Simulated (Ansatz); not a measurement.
`O[CH](Cl)[GeH3]` + `CN([SiH3])[SiH3]` → `C[N]([SiH3])[GeH3]` + `OC([SiH3])Cl`  (redistribution)

Calculated with Ansatz (gas phase, PBE0-D4/def2-TZVP geometries, no zero-point term in ΔE). CCSD(T)/CBS adds triple-zeta CCSD(T) − MP2 to the extrapolated MP2 energy (def2 sets, frozen cores). DFT in def2-TZVPP. B3LYP here is the variant with VWN-RPA as its local correlation; programs differ in this. HSE06 is defined as in plane-wave codes. For Ge outer-core shells are correlated without core-valence functions, which leaves a few kJ/mol of doubt a bond. Scalar relativity is left out up to krypton. Each species was taken in one conformer, which may not be the lowest.

`O[CH](Cl)[GeH3]`:

Cartesian coordinates in Å:
```
O 0.262 0.480 -1.571
C 0.630 -0.095 -0.374
Cl 0.946 -1.878 -0.553
Ge -0.840 0.147 0.932
H 0.998 0.431 -2.191
H 1.578 0.294 0.007
H -0.398 -0.475 2.262
H -2.083 -0.557 0.381
H -1.094 1.652 1.108
```

`CN([SiH3])[SiH3]`:

Z-matrix (Å, degrees):
```
C
N 1 1.462
H 1 1.095 2 110.8
H 1 1.095 2 110.8 3 118.5
H 1 1.096 2 112.4 3 -120.7
Si 2 1.725 1 116.8 3 -153.2
Si 2 1.725 1 116.8 3 34.8
H 6 1.492 2 112.4 1 -64.1
H 6 1.483 2 108.6 1 175.1
H 6 1.490 2 109.5 1 54.5
H 7 1.483 2 108.6 1 -175.2
H 7 1.492 2 112.4 1 64.1
H 7 1.490 2 109.5 1 -54.5
```

`C[N]([SiH3])[GeH3]`:

Z-matrix (Å, degrees):
```
C
N 1 1.456
H 1 1.095 2 111.1
H 1 1.095 2 110.6 3 118.4
H 1 1.098 2 113.0 3 -121.1
Si 2 1.718 1 118.3 3 -148.3
Ge 2 1.840 1 115.9 3 44.9
H 6 1.494 2 113.7 1 -66.9
H 6 1.485 2 108.2 1 172.7
H 6 1.490 2 109.4 1 52.2
H 7 1.533 2 108.0 1 -174.5
H 7 1.544 2 110.7 1 64.5
H 7 1.541 2 107.4 1 -53.8
```

`OC([SiH3])Cl`:

Cartesian coordinates in Å:
```
O 0.764 0.650 1.310
C 0.694 0.028 0.082
Si -1.114 -0.044 -0.503
Cl 1.291 -1.695 0.161
H 1.686 0.749 1.572
H 1.354 0.487 -0.661
H -1.899 -0.821 0.484
H -1.136 -0.696 -1.834
H -1.640 1.342 -0.612
```

```tsv
level	ΔE (kJ/mol)	difference from CCSD(T)/CBS
LDA (SPW92)	36.3	-0.6
PBE-D4	34.4	-2.5
BLYP-D4	35.4	-1.5
r2SCAN-D4	36.9	0.0
B97M-V	36.9	0.0
PBE0-D4	35.6	-1.3
B3LYP-D4	36.5	-0.4
r2SCANh-D4	37.2	0.3
r2SCAN0-D4	37.5	0.6
HSE06-D4	35.5	-1.4
BHLYP-D4	37.2	0.3
ωB97X-V	35.3	-1.6
ωB97M-V	36.8	-0.1
B2PLYP	36.1	-0.8
PBE-QIDH	36.0	-0.9
PBE	34.4	-2.5
revPBE	33.8	-3.1
BLYP	35.4	-1.5
r2SCAN	36.9	0.0
PBE0	35.6	-1.3
B3LYP	36.5	-0.4
r2SCAN0	37.5	0.6
HSE06	35.5	-1.4
BHLYP	37.3	0.4
CAM-B3LYP	37.1	0.2
LC-ωPBE	36.2	-0.7
RPA@PBE/def2-TZVPP	33.9	-3.0
HF/def2-SVP	32.0	-4.9
MP2/def2-SVP	30.7	-6.2
HF/def2-TZVPP	35.6	-1.3
MP2/def2-TZVPP	36.3	-0.6
SCS-MP2/def2-TZVPP	35.3	-1.6
CCSD/def2-TZVPP	35.6	-1.3
CCSD(T)/def2-TZVPP	35.0	-1.9
HF/def2-QZVPP	36.1	-0.8
MP2/def2-QZVPP	37.5	0.6
SCS-MP2/def2-QZVPP	36.5	-0.4
HF/CBS(def2)	36.2	-0.7
MP2/CBS(def2)	38.2	1.3
CCSD/CBS(def2)	37.5	0.6
CCSD(T)/CBS	36.9	0
```

Largest T1 diagnostic among the species: 0.011.

Leaving LDA and LC-ωPBE aside and taking each functional with its dispersion term where it has one, the values, not all of them listed here, spread over 3.4 kJ/mol, from revPBE-D4 to r2SCAN0-D4. At CCSD(T), def2-SVP lies −7.4 kJ/mol from the extrapolated value and def2-TZVPP −1.9 kJ/mol.
